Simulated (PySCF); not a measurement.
Gas-phase equilibrium of 1 mol H2S, 35 mol H2 at 1200 K and 0.00100 bar, among 9 species (S2, S6, H2S2, H, H2S, SH, H2, S8, S). Only gases are allowed; each row takes one source of thermochemistry for all species, and Cantera finds the minimum.

Method: PySCF energies plus ideal-gas RRHO corrections (1 bar). † marks an energy on the PBE0/def2-TZVP geometry and frequencies; other levels use their own. MP2 and CCSD(T) freeze the core. 6-31G* has spherical d functions here. Open shells (unrestricted) among the columns below: S2 (multiplicity 3), H (multiplicity 2), SH (multiplicity 2, electronic degeneracy 4), S (multiplicity 3, electronic degeneracy 9); the rest are closed-shell singlets. Spin-orbit splitting is ignored; it lowers the true energy and changes the entropy of SH, S. No R ln 2 is added for the mirror-image form of H2S2. MP2 isn't extrapolated to the basis-set limit. CCSD(T) isn't extrapolated to the basis-set limit. The harmonic model lacks anharmonicity and excited electronic states, which grow with temperature; levels with a mode under 35 cm⁻¹ are left out. Internal rotation in H2S2 is treated as a harmonic vibration of one conformer, which makes the entropy rough.

Molecules larger than those listed are left out.

Mole fractions:

| thermochemistry | x H2 | x H2S | x S | x S2 | x SH | x H | x H2S2 |
|---|---|---|---|---|---|---|---|
| CCSD(T)/def2-SVP† | 0.97 | 0.027 | 2.0e-5 | 0.00032 | 0.00041 | 2.3e-5 | 6.4e-9 |
| HF/6-31G* | 0.97 | 0.00069 | 0.023 | 6.9e-6 | 0.0030 | 0.0023 | 8.0e-12 |
| MP2/def2-SVP† | 0.97 | 0.026 | 1.2e-5 | 0.00069 | 0.00027 | 6.7e-5 | 7.6e-9 |
| PBE/def2-TZVP† | 0.98 | 0.016 | 9.9e-8 | 0.0057 | 5.0e-5 | 1.8e-5 | 1.5e-7 |
| r2SCAN/def2-TZVP† | 0.98 | 0.014 | 2.5e-7 | 0.0068 | 9.6e-5 | 1.0e-5 | 7.9e-8 |
| ωB97M-V/def2-TZVP† | 0.97 | 0.026 | 2.5e-7 | 0.00061 | 8.2e-5 | 8.4e-6 | 1.8e-7 |
The most sensitive of these is S: it spans a factor of 10^5.4 over these rows; at this temperature one factor of ten is RT ln 10 = 23 kJ/mol.
